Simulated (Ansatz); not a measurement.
Ti(Cl)3(OH) cation (Cl3HOTi), SMILES [OH][Ti]([Cl])([Cl])[Cl] (connectivity only; charge and spin as stated), charge +1, multiplicity 2.

Geometry optimised at PBE0-D3(BJ)/def2-SVP. The geometry has at least one imaginary mode, so it is a saddle point at that level. The spin state was assumed, not searched. The isomer is the one that the SMILES or the coordinates give; other isomers of the formula were not compared. The values are those of a single conformer.

Two levels are set side by side: PBE/def2-SVPD (Ansatz, a quantum-chemistry and plane-wave program) and PBE0/def2-SVPD (Ansatz). Energy differences of separate SCF runs at the same geometry; the states with an electron removed or added have multiplicity 3 and 1. Differences are taken from unrounded values.

```json
[
 {"quantity": "vertical ionisation energy (eV)", "PBE0": "16.64"},
 {"quantity": "vertical electron affinity (eV)", "PBE0": "11.08"}
]
```

Question: What does PBE give, and how far is it from PBE0? (Estimate from the structure and the level; the computed values follow.)

Answer: 
```json
[
 {"quantity": "vertical ionisation energy (eV)", "PBE": "16.34", "PBE minus PBE0": "-0.30"},
 {"quantity": "vertical electron affinity (eV)", "PBE": "10.60", "PBE minus PBE0": "-0.47"}
]
```
